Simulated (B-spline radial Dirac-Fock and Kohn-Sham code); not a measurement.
## Sb⁺ 5p1/2: cross section and angular parameters

System: antimony as Sb⁺, 1s2 2s2 2p6 3s2 3p6 3d10 4s2 4p6 4d10 5s2 5p2; threshold 15.24 eV (orbital energy of the model). These are calculated numbers from a radial B-spline solver; the model is Dirac-Hartree-Slater photoionisation with a Latter tail; cross sections with all multipoles, angular parameters from the dipole term and its interference with E2.

The run's input, task.json:

```json
{"items": [{
  "Z": 51,
  "q": 1,
  "cfg": [[1, 0, 2], [2, 0, 2], [2, 1, 6], [3, 0, 2], [3, 1, 6], [3, 2, 10], [4, 0, 2], [4, 1, 6], [4, 2, 10], [5, 0, 2], [5, 1, 2]],
  "A": 121,
  "rrms": 4.6802,
  "do": "xps",
  "hv": [66.8, 75.8, 100, 126.0, 139.0, 228.0, 300, 444.0, 600, 800, 1130.0, 1150.0, 1510.0, 1560.0, 2410.0, 2984.4, 3390.0, 4170.0, 4860.0, 5330.0, 5414.7, 6060.0, 9880.0, 10300.0, 10400.0, 11700.0, 12000, 12800.0, 13500.0, 15000]
}]}
```

Launch: `python xray2_run.py task.json out`

```
hν (eV)   σ (kb)       β       γ       δ
   66.8     26.6   0.254   0.269  -0.027
   75.8     19.7   0.026   0.182  -0.017
    100     12.0  -0.053  -0.010   0.010
    126     9.00   0.186  -0.053   0.024
    139     8.16   0.325  -0.037   0.027
    228     5.23   1.010   0.152   0.020
    300     4.02   1.270   0.220   0.012
    444     2.60   1.512   0.209   0.004
    600     1.77   1.620   0.138   0.001
    800        ?       ?       ?       ?
   1130    0.667   1.706  -0.014  -0.001
   1150    0.647   1.706  -0.016  -0.001
   1510    0.400   1.702  -0.017  -0.001
   1560    0.377   1.701  -0.014  -0.001
   2410    0.163   1.657   0.112   0.001
 2984.4    0.104   1.622   0.228   0.003
   3390   0.0789   1.598   0.312   0.005
   4170   0.0495   1.553   0.472   0.010
   4860   0.0346   1.516   0.605   0.016
   5330   0.0278   1.492   0.692   0.020
 5414.7   0.0267   1.488   0.707   0.021
   6060   0.0203   1.456   0.817   0.027
   9880  0.00572   1.302   1.336   0.068
  10300  0.00511   1.288   1.382   0.072
  10400  0.00497   1.284   1.393   0.073
  11700  0.00360   1.243   1.525   0.088
  12000  0.00335   1.233   1.553   0.092
  12800  0.00280   1.210   1.625   0.101
  13500  0.00241   1.190   1.685   0.109
  15000  0.00178   1.150   1.801   0.126
```

**Question.** Give the values at 800 eV.

**Answer.** σ = 1.17 kb, β = 1.678, γ = 0.055, δ = -0.001.
